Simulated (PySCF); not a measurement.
**`s1cc(F)c(C(F)(F)F)c1`, C$_{5}$H$_{2}$F$_{4}$S**

Geometry:
| atom | x (Å) | y (Å) | z (Å) |
| --- | --- | --- | --- |
| F1 | 0.690 | -2.080 | 0.389 |
| C2 | 0.854 | -0.794 | 0.085 |
| C3 | 2.062 | -0.227 | -0.171 |
| S4 | 1.895 | 1.441 | -0.525 |
| C5 | 0.200 | 1.375 | -0.330 |
| C6 | -0.230 | 0.122 | -0.005 |
| C7 | -1.657 | -0.255 | 0.231 |
| F8 | -2.086 | -1.197 | -0.622 |
| F9 | -1.863 | -0.732 | 1.467 |
| F10 | -2.480 | 0.795 | 0.085 |
| H11 | 3.021 | -0.701 | -0.167 |
| H12 | -0.403 | 2.251 | -0.463 |

Method used: PySCF 2.14.0, GIAO wB97X-D/pcSseg-1 magnetisability, rotational g tensor and spin-rotation constants, non-relativistic, gas phase. Geometry: GFN2-xTB.

(1) How diamagnetic is it, and how anisotropic?

(2) Split it along the inertial axes a, b, c into diamagnetic and paramagnetic parts about the centre of mass, with the quadrupole moment.

(3) And the rotational g tensor?

## Answers

(1) Isotropic -1402 × 10⁻³⁰ J/T², or -84.4 × 10⁻⁶ cm³/mol; principal values -1845, -1197, -1164 × 10⁻³⁰ J/T², anisotropy 665 × 10⁻³⁰ J/T² (root of half the summed squared differences of the principal values). The susceptibility is in cgs units.

(2) 
```tsv
axis	χ (10⁻⁶ cm³/mol)	diamagnetic (10⁻⁶ cm³/mol)	paramagnetic (10⁻⁶ cm³/mol)	summed x² of all electrons (Å²)	quadrupole Θ (D Å)
a	-71.0	-652.1	581.0	274.0	+1.71
b	-71.1	-1307.3	1236.2	119.5	+2.58
c	-111.1	-1669.4	1558.3	34.2	-4.29
```
Anisotropies 2χaa − χbb − χcc = +40.2 and 2χbb − χaa − χcc = +39.9 × 10⁻⁶ cm³/mol. Θ is traceless in Buckingham's convention.

(3) 
| axis | rotational constant (GHz) | g | nuclear part | electronic part |
| --- | --- | --- | --- | --- |
| a | 1.9594 | -0.0350 | 0.4999 | -0.5349 |
| b | 0.8863 | -0.0160 | 0.4987 | -0.5147 |
| c | 0.6828 | +0.0018 | 0.5017 | -0.4999 |

Asymmetric top; isotopes 12C, 19F, 1H, 32S; no vibrational averaging.
